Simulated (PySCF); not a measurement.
# Worked example: oscillator strength and radiative lifetime

ClH₃SeSi, SMILES Cl[SiH2][SeH].

Geometry optimised at TPSSh-D3(BJ)/def2-SVP. The values are those of a single conformer.

PySCF with TDA-M06-2X/def2-SVPD puts the first singlet state with f over 0.02 at 5.83 eV (vertical), with the transition dipole (0.000, 0.000, 0.500) in atomic units.

Problem. Find the oscillator strength, the wavelength and the radiative lifetime that this transition would have in vacuum if emission retraced absorption.

Solution. 
|μ|² = 0.2500 au, so |μ| = 1.27 D. ΔE = 5.83/27.211 = 0.2142 hartree. f = (2/3) ΔE |μ|² = 0.036 (the program prints 0.036).
λ = 1239.84/5.83 = 213 nm; ν = 47022 cm⁻¹.
Einstein's coefficient A = 0.6670 ν² f s⁻¹ (ν in cm⁻¹) = 5.3e7 s⁻¹, so τ = 1/A = 19 ns. This state is S2; the lower singlet has f = 0.001. The figure is the radiative limit of this one transition; relaxation, internal conversion, crossing to triplets and a medium change what is measured.
